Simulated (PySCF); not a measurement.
**EPR parameters of C5H7O3S**

Compound: C5H7O3S (doublet state).
Geometry (GFN2-xTB, Å), atoms numbered from 1 in this order:
```xyz
16
C5H7O3S angstrom
C     -1.5086    1.1240    0.3108
C     -0.7529    0.0136   -0.3851
C     -1.3350   -1.4232   -0.2486
C     -0.0490   -1.6952    0.4811
C      0.4681   -0.4835    0.3826
S      1.8942    0.4220    0.8587
O      1.6160    1.8063    0.6602
O      2.4022   -0.0293    2.1176
O      2.9505   -0.0491   -0.2726
H     -1.7816    0.8290    1.3216
H     -2.4144    1.3663   -0.2422
H     -0.8715    2.0034    0.3700
H     -0.5029    0.2679   -1.4163
H     -2.2268   -1.5005    0.3663
H     -1.4637   -1.9791   -1.1731
H      3.5680   -0.6637    0.1252
```

The hyperfine couplings belong to this conformer and change with its torsions.

As a line formula: `C[C@@H]1C[C]=C1S(=O)(=O)O` [radical].

Theory: UKS B3LYP, pcH-1 on C H O S, non-relativistic, mean-field spin-orbit, GIAO (PySCF). One conformer (not necessarily the lowest) at the GFN2-xTB geometry, without solvent, vibrations or thermal averaging. The geometry wasn't refined by DFT: couplings that depend on bond lengths, twists or pyramidal angles can differ widely from those at the functional's own minimum. The SCF solution wasn't tested for stability.

```
g1, g2, g3                      : 2.00094, 2.00231, 2.00291
g_iso                           : 2.00205
Form of g                       : rhombic: the two nearest values differ by 30 % of g3 − g1
⟨S²⟩                            : 0.7578 (exact 0.7500)
α and β electrons               : 39, 38
HOMO–LUMO gap, α and β orbitals : 5.83, 4.63 eV
```

Isotropic coupling and dipolar principal values T1 to T3, in G (MHz turned into gauss with g_iso; 10 G = 1 mT):

```csv
atom,isotope,a_iso,of which spin–orbit,T1,T2,T3,Mulliken spin population
C1,13C,2.6,0.0,-0.8,-0.6,1.4,0.01
C2,13C,26.0,0.0,-3.7,-3.0,6.7,0.08
C3,13C,8.5,0.0,-5.0,-4.1,9.1,0.05
C4,13C,132.5,-0.1,-26.7,-20.0,46.7,0.91
C5,13C,-0.8,0.0,-9.4,-1.2,10.6,-0.08
S6,33S,2.0,0.0,-0.3,-0.3,0.6,0.01
O7,17O,0.1,0.0,-0.2,0.0,0.2,0.00
O8,17O,0.1,0.0,-0.7,0.2,0.4,0.00
O9,17O,0.4,0.0,-0.2,0.0,0.3,0.00
H10,1H,2.0,0.0,-1.0,-0.4,1.4,0.00
H11,1H,2.2,0.0,-0.7,-0.3,1.0,0.00
H12,1H,1.0,0.0,-0.7,-0.4,1.0,0.00
H13,1H,9.1,0.0,-2.0,-0.3,2.3,0.01
H14,1H,-0.3,0.0,-3.0,-1.5,4.5,0.00
H15,1H,-0.3,0.0,-3.0,-1.5,4.5,0.00
H16,1H,-0.1,0.0,-0.5,-0.4,0.9,0.00
```

The Mulliken spin populations are largest on C4 (+0.91), C2 (+0.08) and C5 (-0.08). No atom but C4 exceeds +0.15.

Under fast tumbling the dipolar parts average out, and these isotropic splittings remain: 1 × 1H (H13, I = 1/2, 2 lines) with 0.91 mT, 3 × 1H (H10/H11/H12, I = 1/2, 4 lines) with 0.17 mT and 1 × 1H (H15, I = 1/2, 2 lines) with 0.03 mT.

Nuclei that the bonding pattern makes equivalent are averaged, as if the motion that swaps them (rotation, inversion, ring flip) were fast.

The 33S coupling of S6 (5.7 MHz) shows only in satellite lines or after enrichment, since that isotope makes up about 0.76 % of natural sulfur.

The 13C coupling of C4 (371.4 MHz) shows only in satellite lines or after enrichment, since that isotope makes up about 1.07 % of natural carbon.
